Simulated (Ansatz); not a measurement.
Cost and result up the ladder for InH2(SMe) (CH5InS) (8 atoms). Total charge 0; singlet. Geometry: B3LYP-D4/def2-TZVP.

```csv
atom,x (Å),y (Å),z (Å)
In1,-0.319,1.848,-0.094
H2,-0.917,1.538,1.492
H3,-0.241,3.313,-0.985
S4,0.544,-0.096,-1.200
C5,0.269,-1.442,0.019
H6,-0.073,-1.058,0.978
H7,1.209,-1.971,0.164
H8,-0.473,-2.133,-0.374
```

Ansatz on 4 threads of Arm Neoverse N1 on a shared host. Times are rough, and most runs start from the orbitals of an earlier one. ωB97X-V/def2-TZVP serves as the yardstick here, not as an exact answer. Differences are given only for rows in sets of like size (and for xTB, whose basis is part of the method), since another set adds its own error. Binding counts from free atoms at the same level (In doublet, H doublet, S triplet, C triplet; other spins of the atoms weren't run), without zero-point energy or a counterpoise term.

In the def2 sets In takes a core potential, while STO-3G treats all electrons; there is no spin–orbit coupling. HSE06 is defined as in plane-wave codes, on full-range PBE exchange. Correlated methods freeze 10 core orbitals; core or outer-core shells of In are correlated, in sets that lack core-valence functions.

Correlated methods converge slowly with the basis.

```
                            level  functions  wall time
                        HF/STO-3G         46      0.4 s
                 PBE0-D4/def2-SVP         83      1.4 s
                    MP2/def2-TZVP        148      1.9 s
                BLYP-D4/def2-TZVP        148        2 s
                PBE0-D4/def2-TZVP        148      2.4 s
               HSE06-D4/def2-TZVP        148      2.6 s
                PBE-D4/def2-TZVPD        184      2.8 s
               PBE0-D4/def2-TZVPD        184      3.4 s
             r2SCANh-D4/def2-TZVP        148      4.4 s
             r2SCAN0-D4/def2-TZVP        148      4.4 s
r2SCAN-D4/def2-TZVP (with forces)        148      4.5 s
                ωB97X-V/def2-TZVP        148        7 s
                 B97M-V/def2-TZVP        148        8 s
               CCSD(T)/def2-TZVPP        193       73 s
```

Problem. Estimate what each level gives for the binding energy per atom (eV).

Solution. 
| level | binding energy per atom (eV) | difference from ωB97X-V/def2-TZVP (eV) |
| --- | --- | --- |
| HF/STO-3G | 3.25 | – |
| PBE0-D4/def2-SVP | 3.00 | – |
| MP2/def2-TZVP | 2.89 | -0.16 |
| BLYP-D4/def2-TZVP | 2.98 | -0.07 |
| PBE0-D4/def2-TZVP | 3.02 | -0.03 |
| HSE06-D4/def2-TZVP | 3.02 | -0.03 |
| PBE-D4/def2-TZVPD | 3.04 | -0.01 |
| PBE0-D4/def2-TZVPD | 3.02 | -0.03 |
| r2SCANh-D4/def2-TZVP | 3.02 | -0.03 |
| r2SCAN0-D4/def2-TZVP | 3.00 | -0.05 |
| r2SCAN-D4/def2-TZVP (with forces) | 3.03 | -0.02 |
| ωB97X-V/def2-TZVP | 3.05 | 0.00 |
| B97M-V/def2-TZVP | 3.06 | 0.01 |
| CCSD(T)/def2-TZVPP | 2.96 | -0.09 |
